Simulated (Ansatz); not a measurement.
`[NH2][Mo]([OH])(=[S])=[S]` + `C[N](C)[Ga]([F])[SH]` → `C[N](C)[Mo]([OH])(=[S])=[S]` + `[NH2][Ga]([F])[SH]`  (redistribution)

Program: Ansatz. Geometries: PBE0-D4/def2-TZVP. ΔE: electronic, gas phase. CBS: MP2 limit from def2 TZ/QZ plus the TZ coupled-cluster correction, frozen cores. def2 core potentials past Kr. For Ga, Mo outer-core shells are correlated without core-valence functions, which leaves a few kJ/mol of doubt a bond. Scalar relativity is left out up to krypton. One conformer a species, not always the lowest.

| level | ΔE (eV) |
| --- | --- |
| MP2/def2-TZVPP | -0.38 |
| HF/CBS(def2) | -0.09 |

**Question.** What does CCSD(T)/CBS give? (An estimate is asked.)

**Answer.** Ansatz gave: -0.26 eV. The listed levels differ from it by -0.12, 0.17 eV.

Largest T1 diagnostic among the species: 0.025, so the coupled-cluster value is less sure than usual.

In def2-TZVPP, CCSD(T) changes the Hartree–Fock value by −0.16 eV (the triples alone add −0.05 eV) and MP2 by −0.30 eV. The D4 term adds −0.04 eV with B3LYP and −0.03 eV with PBE0; it sums over pairs of atoms, weighted by their polarisabilities, and B3LYP, whose exchange is more repulsive, gets the larger term.

B3LYP here is the variant with VWN-RPA as its local correlation; programs differ in this.
